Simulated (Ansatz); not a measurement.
# A geometry optimisation of AlClGaH3 with BLYP-D3(BJ)/def2-SVP

The starting geometry of this gas-phase singlet was optimised with GFN2-xTB.

| atom | x (Å) | y (Å) | z (Å) |
| --- | --- | --- | --- |
| Al | -0.0053 | 1.1076 | -0.2959 |
| Cl | -0.9698 | -0.8458 | -0.2221 |
| Ga | 1.1698 | -1.3767 | -1.1555 |
| H | -1.0350 | 2.1093 | 0.2739 |
| H | 1.3498 | 0.7380 | 0.5261 |
| H | 0.3904 | 1.1160 | -1.8741 |

Predict what becomes of its bonds when it is optimised with BLYP-D3(BJ)/def2-SVP.

It rearranges, giving a structure given below by its coordinates. Contacts that open: Cl2–Ga3 (2.39 → 3.03 Å). Contacts that close: Al1–Ga3 (2.88 → 2.73 Å).

The energy falls by 0.43 eV over 11 steps:

| step | E − E(last) (eV) |
| --- | --- |
| 1 | 0.429 |
| 2 | 0.169 |
| 3 | 0.079 |
| 4 | 0.050 |
| 5 | 0.022 |
| 7 | 0.000 |
| 8 | 0.000 |
| 9 | 0.000 |
| 10 | 0.000 |
| 11 | 0.000 |

Final geometry (Å):

```
atom    x (Å)    y (Å)    z (Å)
  Al  -0.1913   0.9971  -0.2392
  Cl  -1.2796  -0.9268  -0.1107
  Ga   1.5346  -0.8762  -1.2235
   H  -0.8796   2.3370   0.2473
   H   1.2935   0.4853   0.3831
   H   0.4223   0.8321  -1.8045
```

Frequencies at the end are all real (lowest 49 cm⁻¹). Run with Ansatz 0.2.0, 17 s on 1 thread of Intel(R) Xeon(R) 6975P-C (Granite Rapids) (shared host).
